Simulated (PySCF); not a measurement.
All of these have the formula C2H6GeO2. Computed, not measured: PySCF, TDDFT CAM-B3LYP/def2-SVPD, vertical, gas phase, core orbitals frozen in the response. Geometries: PBE0-D3(BJ)/def2-SVP; one conformer of each isolated species. Triplets are in the Tamm–Dancoff approximation. Relativistic effects are left out although some hold elements past zinc.

A. `C1C[O][GeH2][O]1`
B. `CO[C](=O)[GeH3]`
C. `[H][Ge]([H])([H])[O]C(C)=O`

Lowest singlet levels (six at most, fewer where fewer were computed) with oscillator strengths:

1. 5.27 eV (f 0.004); 7.25 eV (f 0.023); 7.75 eV (f 0.091); 7.93 eV (f 0.176); 7.96 eV (f 0.034); 8.18 eV (f 0.026)
2. 6.69 eV (f 0.005); 6.75 eV (f 0.004); 7.32 eV (f 0.000); 7.51 eV (f 0.019); 7.61 eV (f 0.001); 7.73 eV (f 0.083); T1 6.31 eV
3. 5.97 eV (f 0.001); 7.34 eV (f 0.030); 7.76 eV (f 0.000); 7.79 eV (f 0.010); 8.21 eV (f 0.010); 8.29 eV (f 0.127); T1 5.47 eV

Problem. Match each spectrum to its molecule.

Solution. 1 = B, 2 = A, 3 = C.
- A: S1 at 6.69 eV, HOMO-1→LUMO (90%); Löwdin shares by element: HOMO oxygen 60%, carbon 23% (atoms not listed hold the other 18%); LUMO germanium 42%, oxygen 26%, hydrogen 13% or more (atoms not listed hold the other 18%); HOMO -9.26 and LUMO 0.77 eV; point group C2, 1 of its 6 listed states under f = 0.0005.
- B: S1 at 5.27 eV, HOMO→LUMO (88%); Löwdin shares by element: HOMO oxygen 61%, carbon 15% or more, germanium 14%; LUMO oxygen 36%, carbon 30% or more, germanium 21%; HOMO -9.23 and LUMO 0.62 eV.
- C: S1 at 5.97 eV, HOMO→LUMO+2 (92%); Löwdin shares by element: HOMO oxygen 78%, carbon 16%; LUMO germanium 41%, hydrogen 23% or more, oxygen 12% or more (atoms not listed hold the other 23%); HOMO -9.59 and LUMO 0.72 eV.

Without π bonds the low states are Rydberg-like; a valence basis with one diffuse set may place them up to an eV too high.
